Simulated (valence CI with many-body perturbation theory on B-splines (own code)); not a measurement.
**Energy levels of Re53+**

Calculated by relativistic CI+MBPT: four valence electrons over a frozen Dirac-Fock core [Ar], radial functions for each j: 7 s, 7 p, 8 d, 6 f, 4 g, 1 h, with the one-electron correlation potential Σ1, the two-electron term Σ2, the three-electron term Σ3, Breit, model QED; selected CI, second order for the rest, scaled by the run's own slope (own B-spline code, finite nucleus).

No measured spectrum was set against this ion. As an estimate, large intervals hold to a few tenths of a per cent, small ones and those within an open d or f shell to about a per cent. The list stops below the first excitations out of the core. Only levels of the ground parity were solved; by the run's estimate the other parity begins above the list, which can be wrong where configurations are misplaced.

Levels 1 to 26 of 26, with energies above the lowest level, (3d3/2^4) J=0. "Leading %" is the weight of the configuration and term that name the level; weights of strongly mixed levels are sums over their largest components and can fall short, so below about 35 % the name and the second component can differ from the true leading terms, or belong to a minority configuration. In the jj column 3d3/2^4 stands for four electrons in 3d with j = 3/2.

```
No.  Configuration  Term  J  E (cm⁻¹)  Leading %      g  Second component               Leading jj
  1            3d4    3P  0         0         60              25 % 3d4 5D           3d3/2^4 (99 %)
  2            3d4    5D  1    554420         56  1.489       44 % 3d4 3P     3d3/2^3 3d5/2 (99 %)
  3            3d4    3F  4    651620         28  1.058       25 % 3d4 1G     3d3/2^3 3d5/2 (99 %)
  4            3d4    5D  2    678810         32  1.191       18 % 3d4 3D     3d3/2^3 3d5/2 (96 %)
  5            3d4    3F  3    706300         31  1.109       20 % 3d4 3G     3d3/2^3 3d5/2 (97 %)
  6            3d4    5D  0   1179900         67              23 % 3d4 1S   3d3/2^2 3d5/2^2 (99 %)
  7            3d4    5D  2   1183500         54  1.284       14 % 3d4 3F   3d3/2^2 3d5/2^2 (97 %)
  8            3d4    3H  4   1202800         40  1.137       35 % 3d4 5D   3d3/2^2 3d5/2^2 (99 %)
  9            3d4    5D  3   1219800         49  1.177       30 % 3d4 3G   3d3/2^2 3d5/2^2 (96 %)
 10            3d4    3H  5   1248900         66  1.077       34 % 3d4 3G  3d3/2^2 3d5/2^2 (100 %)
 11            3d4    1I  6   1271800         54  1.065       46 % 3d4 3H  3d3/2^2 3d5/2^2 (100 %)
 12            3d4    3D  1   1293100         43  1.061       40 % 3d4 3P   3d3/2^2 3d5/2^2 (97 %)
 13            3d4    3F  3   1317200         45  1.058       23 % 3d4 3D   3d3/2^2 3d5/2^2 (98 %)
 14            3d4    3G  4   1320700         54  1.027       40 % 3d4 1G   3d3/2^2 3d5/2^2 (99 %)
 15            3d4    3F  2   1337100         33  1.074       30 % 3d4 3D   3d3/2^2 3d5/2^2 (98 %)
 16            3d4    3F  2   1441200         52  0.966       28 % 3d4 3P   3d3/2^2 3d5/2^2 (98 %)
 17            3d4    3F  4   1485200         65  1.176       28 % 3d4 1G   3d3/2^2 3d5/2^2 (98 %)
 18            3d4    1D  2   1590300         44  1.118       30 % 3d4 3P   3d3/2^2 3d5/2^2 (96 %)
 19            3d4    3P  0   1723200         54              46 % 3d4 1S   3d3/2^2 3d5/2^2 (88 %)
 20            3d4    5D  4   1830600         40  1.164       24 % 3d4 3H     3d3/2 3d5/2^3 (97 %)
 21            3d4    3F  3   1842200         42  1.197       32 % 3d4 5D     3d3/2 3d5/2^3 (98 %)
 22            3d4    3D  1   1884700         48  1.010       29 % 3d4 3P     3d3/2 3d5/2^3 (98 %)
 23            3d4    3G  5   1890700         66  1.132       34 % 3d4 3H    3d3/2 3d5/2^3 (100 %)
 24            3d4    3H  6   1894800         54  1.078       46 % 3d4 1I    3d3/2 3d5/2^3 (100 %)
 25            3d4    3F  2   1960100         46  1.057       38 % 3d4 3P     3d3/2 3d5/2^3 (97 %)
 26            3d4    3D  3   1976200         37  1.085       31 % 3d4 1F     3d3/2 3d5/2^3 (99 %)
```

The ionisation energy to 3d3 4F_3/2 of the next ion comes out as 5099.4 eV (NIST: 5099 ± 5 eV (theoretical)). All 26 levels together are meant to be complete up to 1976600 cm⁻¹.
